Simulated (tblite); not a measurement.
Species: C₆H₈Cl₂GaN.
SMILES with atom numbers: `[NH3+:1][Ga-:2]([Cl:3])([Cl:4])[c:5]1[cH:6][cH:7][cH:8][cH:9][cH:10]1` (hydrogens: H11, H12, H13 on N1; H14 on C6; H15 on C7; H16 on C8; H17 on C9; H18 on C10)
Bond orders are those of one Lewis drawing.

Computed with GFN2-xTB (tblite), gas phase: L-BFGS steps from a force-field or distance-geometry start until the largest atomic force falls under 0.01 eV/Å.

Step 4: E = -823.3228 eV
```
atom  x, y, z in Å  |  force x, y, z in eV/Å
N1      2.8552   -0.1630   -0.9090   -0.136   0.091   0.364
Ga2     1.7804    0.1017    1.0278   -0.441  -0.078   0.035
Cl3     2.4503    1.8956    1.8231    0.292   0.369   0.058
Cl4     2.2951   -1.6647    1.9986    0.329  -0.354   0.211
C5     -0.1016    0.0566    0.3280    0.109   0.062   0.104
C6     -0.6738    1.1273   -0.3542    0.120  -0.102   0.072
C7     -2.0176    1.1124   -0.6735    0.018   0.045  -0.071
C8     -2.7978    0.0289   -0.3088   -0.003  -0.020   0.009
C9     -2.2367   -1.0370    0.3747   -0.122   0.028  -0.099
C10    -0.8957   -1.0240    0.6985    0.021   0.015  -0.037
H11     3.2970    0.7128   -1.1695    0.095  -0.105  -0.210
H12     2.1268   -0.4291   -1.5662    0.186   0.009  -0.170
H13     3.5332   -0.9105   -0.7948    0.089   0.039  -0.197
H14    -0.0399    1.9679   -0.6241   -0.115   0.009   0.000
H15    -2.4396    1.9523   -1.2033   -0.141   0.011  -0.036
H16    -3.8493    0.0035   -0.5457   -0.075   0.073  -0.051
H17    -2.8563   -1.8717    0.6516   -0.093  -0.153   0.071
H18    -0.4385   -1.8526    1.2350   -0.133   0.059  -0.053
```

Step 5: E = -823.3537 eV
```
atom  x, y, z in Å  |  force x, y, z in eV/Å
N1      2.8561   -0.1613   -0.9032   -0.116   0.056   0.099
Ga2     1.7542    0.1005    1.0662   -0.147  -0.044  -0.087
Cl3     2.4620    1.9028    1.8181    0.252   0.308   0.055
Cl4     2.3106   -1.6728    2.0011    0.288  -0.316   0.211
C5     -0.0995    0.0574    0.3285   -0.054   0.036   0.108
C6     -0.6730    1.1256   -0.3539    0.128   0.057   0.010
C7     -2.0175    1.1104   -0.6737    0.037   0.055  -0.081
C8     -2.8001    0.0292   -0.3098   -0.099  -0.042  -0.012
C9     -2.2391   -1.0367    0.3729   -0.143  -0.056  -0.073
C10    -0.8969   -1.0214    0.6950   -0.035  -0.082   0.018
H11     3.3038    0.7132   -1.1821   -0.014  -0.295  -0.085
H12     2.1337   -0.4293   -1.5777    0.351   0.079   0.064
H13     3.5405   -0.9126   -0.8035   -0.065   0.206  -0.172
H14    -0.0421    1.9722   -0.6251   -0.155  -0.075   0.032
H15    -2.4441    1.9483   -1.2025   -0.108   0.030  -0.041
H16    -3.8545    0.0090   -0.5497    0.028   0.058  -0.013
H17    -2.8577   -1.8753    0.6535   -0.030  -0.056   0.034
H18    -0.4450   -1.8527    1.2342   -0.119   0.082  -0.066
```

Step 6: E = -823.3760 eV
```
atom  x, y, z in Å  |  force x, y, z in eV/Å
N1      2.8555   -0.1589   -0.8957   -0.071   0.016  -0.101
Ga2     1.7296    0.0988    1.0980    0.188  -0.009  -0.064
Cl3     2.4769    1.9144    1.8146    0.174   0.151   0.013
Cl4     2.3297   -1.6857    2.0073    0.214  -0.181   0.157
C5     -0.0994    0.0580    0.3313   -0.210   0.055   0.062
C6     -0.6713    1.1253   -0.3538    0.049   0.074   0.000
C7     -2.0163    1.1092   -0.6750   -0.030   0.018  -0.076
C8     -2.8043    0.0299   -0.3116   -0.003  -0.086   0.019
C9     -2.2429   -1.0387    0.3706   -0.162   0.008  -0.111
C10    -0.8996   -1.0198    0.6917   -0.108  -0.136   0.050
H11     3.3094    0.7078   -1.1947   -0.051  -0.298   0.011
H12     2.1459   -0.4282   -1.5869    0.339   0.093   0.174
H13     3.5453   -0.9100   -0.8144   -0.117   0.240  -0.099
H14    -0.0466    1.9748   -0.6253   -0.111  -0.066   0.039
H15    -2.4502    1.9454   -1.2027   -0.050   0.023  -0.031
H16    -3.8583    0.0150   -0.5534    0.038   0.047   0.000
H17    -2.8595   -1.8793    0.6558   -0.006  -0.007   0.006
H18    -0.4527   -1.8516    1.2326   -0.083   0.058  -0.048
```

**Question.** Estimate the geometry and energy of step 7. (The exact step hangs on the optimiser's Hessian estimate; all steps are aligned on step 6, rigid shifts and turns removed.)

**Answer.** E = -823.3887 eV, largest force 0.339 eV/Å
```
atom  x, y, z in Å  |  force x, y, z in eV/Å
N1      2.8540   -0.1572   -0.8913    0.007   0.011  -0.099
Ga2     1.7189    0.0975    1.1151    0.338   0.000  -0.021
Cl3     2.4889    1.9241    1.8128    0.114   0.027  -0.023
Cl4     2.3448   -1.6965    2.0138    0.153  -0.055   0.099
C5     -0.1031    0.0590    0.3343   -0.217   0.013   0.075
C6     -0.6707    1.1254   -0.3535   -0.061   0.072  -0.015
C7     -2.0160    1.1083   -0.6769   -0.050   0.011  -0.066
C8     -2.8058    0.0296   -0.3126   -0.049  -0.029  -0.034
C9     -2.2473   -1.0397    0.3675   -0.108  -0.051  -0.056
C10    -0.9037   -1.0203    0.6900   -0.129  -0.085   0.034
H11     3.3123    0.7003   -1.2022   -0.022  -0.163   0.040
H12     2.1580   -0.4263   -1.5904    0.165   0.044   0.101
H13     3.5464   -0.9047   -0.8225   -0.073   0.158  -0.024
H14    -0.0508    1.9758   -0.6250   -0.057  -0.030   0.037
H15    -2.4547    1.9442   -1.2034   -0.010   0.001  -0.019
H16    -3.8604    0.0193   -0.5557    0.059   0.038   0.010
H17    -2.8609   -1.8821    0.6573   -0.006   0.028  -0.022
H18    -0.4586   -1.8504    1.2310   -0.053   0.011  -0.017
```

The energy changes by -0.0127 eV. The first-order estimate −F·Δx gives -0.0180 eV and the mean of the old and new forces, exact on a quadratic surface, -0.0127 eV. The step makes an angle of 58° with the force vector and moves no atom by more than 0.020 Å.

The cost below is that of the whole relaxation. Hardware: one thread, Arm Neoverse N1 (aarch64), no GPU, shared host with 64 logical CPUs at a one-minute load of 61. Cost: 3.3 s wall.
